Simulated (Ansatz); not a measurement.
Cl₂FHHfO (`[OH][Hf]([F])([Cl])[Cl]`) from Hartree–Fock to CCSD(T)

Cartesian coordinates in Å:
```
O -0.279 -0.356 -1.396
Hf 0.024 0.059 0.420
F -1.259 -0.849 1.478
Cl -0.207 2.367 0.757
Cl 2.168 -0.648 1.049
H -0.447 -0.574 -2.308
```

The species carries charge 0 and has multiplicity 1. Correlated methods include outer-core shells of Hf, which these sets cover unevenly. Hf: def2 effective core potential. The structure was optimised at the PBE0-D4/def2-TZVP level. It is one conformer, not always the lowest. Frozen core, restricted reference, the Gaussian-basis code of Ansatz.

```json
{"basis": "def2-SVP", "HF (Eh)": "-1141.25875", "MP2 corr.": "-0.85616", "CCSD corr.": "-0.87720", "(T)": "-0.02250", "CCSD(T) total": "-1142.15845"}
{"basis": "def2-TZVPP", "HF (Eh)": "-1141.81442", "MP2 corr.": "-1.18206", "CCSD corr.": "-1.20432", "(T)": "-0.04822", "CCSD(T) total": "-1143.06696"}
{"basis": "def2-QZVPP", "HF (Eh)": "-1141.84873", "MP2 corr.": "-1.31463", "CCSD corr.": "-1.33127", "(T)": "-0.05730", "CCSD(T) total": "-1143.23730"}
```
